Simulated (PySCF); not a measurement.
## Sb (antimony, neutral): UHF calculation

Configuration: [Kr] 4d10 5s1 5p3 5d1, high-spin 6D determinant (an excited configuration). All numbers are calculated (PySCF 2.14, the spin-free X2C one-electron Hamiltonian (Gaussian nucleus), in x2c-QZVPPall with one added diffuse shell each of s, p, d, f type (14s10p8d5f1g, 128 functions)).

```
Total energy                                                  : -6477.639636 hartree
One-electron energy                                           : -8890.9825 hartree
Hartree (Coulomb) energy                                      : 2582.7630 hartree
Exchange energy                                               : -169.4202 hartree
⟨S²⟩                                                          : 8.7539
⟨L²⟩                                                          : 6.028
Sum of ⟨r⟩                                                    : 39.43 bohr
Sum of ⟨r²⟩                                                   : 87.87 bohr²
Traceless quadrupole moment −½Σ⟨3z² − r²⟩ along its main axis : 10.7 e·bohr²
Langevin diamagnetic susceptibility                           : -69.6 ×10⁻⁶ cm³/mol
```

```csv
shell,electrons,mean orbital energy (hartree),spread (hartree),"rms radius, mean of both spins (bohr)"
1s α,1,-1126.28637,0,0.0325
1s β,1,-1126.27588,0,0.0325
2s α,1,-175.02288,0,0.133
2s β,1,-175.01646,0,0.133
2p α,3,-156.98329,0,0.118
2p β,3,-156.97709,0.00042,0.118
3s α,1,-35.95394,0,0.352
3s β,1,-35.93899,0,0.352
3p α,3,-29.91469,0.00078,0.352
3p β,3,-29.90222,0.00080,0.352
3d α,5,-20.67142,0.00130,0.331
3d β,5,-20.66704,0.00087,0.331
4s α,1,-6.66066,0,0.844
4s β,1,-6.62533,0,0.844
4p α,3,-4.71904,0.00084,0.911
4p β,3,-4.69345,0.00192,0.911
4d α,5,-1.79727,0.00416,1.11
4d β,5,-1.77308,0.00278,1.11
5s α,1,-0.90218,0,2.36
5p α,3,-0.47664,0.00061,2.84
5d α,1,-0.07094,0,6.10
```

The outer electron is Rydberg-like, and this basis confines it to a smaller radius and binds it less than a complete one would.

Densities and radii are taken from the X2C orbitals without a picture-change correction, which distorts them close to the nucleus.

Spin-orbit constants ζ (cm⁻¹) from the X2C one-electron operator on these orbitals: bare nucleus, nucleus screened by l(l+1)(2l+1)/3 electrons, and screened by the Breit-Pauli mean field of the electrons.

| shell | bare | screened nucleus | mean field |
| --- | --- | --- | --- |
| 2p | 1344000 | 1292000 | n/a |
| 3p | 251500 | 241600 | n/a |
| 3d | 37980 | 30530 | n/a |
| 4p | 44070 | 42340 | n/a |
| 4d | 4741 | 3812 | n/a |
| 5p | 3569 | 3429 | n/a |
| 5d | 85.48 | 68.72 | n/a |

To first order the Landé constant is A = 13.74 cm⁻¹, so the lowest level has J = 1/2 and lies 0.0119 eV below the centre of the term. This holds in LS coupling only.
